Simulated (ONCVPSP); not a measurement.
# PBE ONCV dataset for Rb (Z = 37), scalar-relativistic all-electron reference.

ONCVPSP 4.0.1 input, shortened (lines: element, Z, core and valence counts, functional; n l f; lmax; l rc ep ncon nbas qcut; lloc lpopt rc5 dvloc0; l nproj debl; icmod fcfact rcfact), PBE, scalar-relativistic:

```
  Rb 37.00    6    3        4      upf
    1    0    2.00
    2    0    2.00
    2    1    6.00
    3    0    2.00
    3    1    6.00
    3    2   10.00
    4    0    2.00
    4    1    6.00
    5    0    1.00
    2
    0    2.75    0.00    5   10    4.20
    1    2.10    0.00    5   10    6.10
    2    2.55    0.12    3    6    4.50
    4    3    1.35    3.00
    0    2    1.30
    1    1    3.50
    2    2    1.80
    3    2.75    1.15
```

All-electron outer shells of the reference configuration (PBE, scalar-relativistic, ld1.x):

```json
{"shell": "3d", "level (eV)": "-103.96", "outermost node (bohr)": "–", "outermost maximum (bohr)": "0.39"}
{"shell": "4s", "level (eV)": "-31.89", "outermost node (bohr)": "0.62", "outermost maximum (bohr)": "1.25"}
{"shell": "4p", "level (eV)": "-15.96", "outermost node (bohr)": "0.64", "outermost maximum (bohr)": "1.42"}
{"shell": "5s", "level (eV)": "-2.23", "outermost node (bohr)": "1.79", "outermost maximum (bohr)": "4.38"}
```

Question: Does the generator finish with these settings?

Answer: Yes, a potential is produced and its reference levels are reproduced.

Question: Estimate the cutoffs (Ha) at which the residual kinetic energy of the hardest occupied pseudo-wave falls to 1 and 0.1 mHa per electron.

Answer: 11 Ha and 15 Ha.

Question: What does a ghost test show?

Answer: No bound ghost flagged; no localised positive-energy state flagged.

Question: Which valence shell sets the plane-wave cutoff?

Answer: 4p: 11 Ha for 1 mHa per electron, against 4 Ha for 4s.

Question: Tests: 4s2 4p6 5s0; 4s2 4p6 5s0.5; 4s2 4p6 5s0 5p1; 4s1 4p6 5s1. Which has the largest error in its energy relative to the reference configuration, and how large is it?

Answer: 4s1 4p6 5s1, with -221 meV (all-electron minus pseudo) on +37.74 eV.
